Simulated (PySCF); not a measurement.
An unknown shows these calculated signals:

¹H NMR (500 MHz, computed): δ 7.56 (s, 1H), 7.47 (m, 1H), 5.43 (m, 1H), 5.08 (m, 1H), 2.60 (q, 2H), 1.42 (t, 3H).

¹³C{¹H} NMR (computed): δ 154.0 (C), 139.9 (CH), 118.5 (CH), 103.2 (CH2), 22.6 (CH2), 16.7 (CH3).

[PySCF: PBE0-D3(BJ)/def2-SVP structure; σ from GIAO-PBE0/pcSseg-1; in vacuum; non-relativistic Hamiltonian; one averaged value for each set of equivalent atoms; one conformer]

δ = σ(ref) − σ, references computed at the same level: TMS for ¹H (σ = 31.27 ppm), ¹³C (σ = 184.41 ppm).

Q: Which of these does the molecule contain: a CH3CH2 unit, a nitrile, a non-aromatic C=C double bond, a heteroaromatic ring, a C≡C triple bond, an S-methyl group?

A: 
- A CH3CH2 unit: yes (δC 16.7, 22.6; δH 1.42 (t), 2.60 (q)).
- A nitrile: no.
- A non-aromatic C=C double bond: yes.
- A heteroaromatic ring: yes.
- A C≡C triple bond: no.
- An S-methyl group: no.

The data belong to `InChI=1S/C6H9N3/c1-3-6-5-9(4-2)8-7-6/h4-5H,2-3H2,1H3`; they needn't prove each group on their own.

Carbon signals by region: 4 in the sp2 and nitrile region (100–160 ppm), 2 below 50 ppm.

Shifts are as computed. Against solution values, carbons near 30 ppm lie about +2 ppm off and those near 130 ppm about +5 ppm (rms about the fit 1.9 ppm; single classes can miss by 10 ppm). Of 1328 compounds with measured shifts, 309 miss one by over three times the rms of a fit or turn the order of signals round; such compounds aren't used in these exercises. Signals without a measured value on file couldn't be tested in this way; 1H shifts scatter by 0.2 ppm about their fit, and single ones miss by 0.5 ppm. Multiplicities follow the n + 1 count of equivalent neighbours, as no J values were calculated; m marks all less simple cases, F and P coupling included.
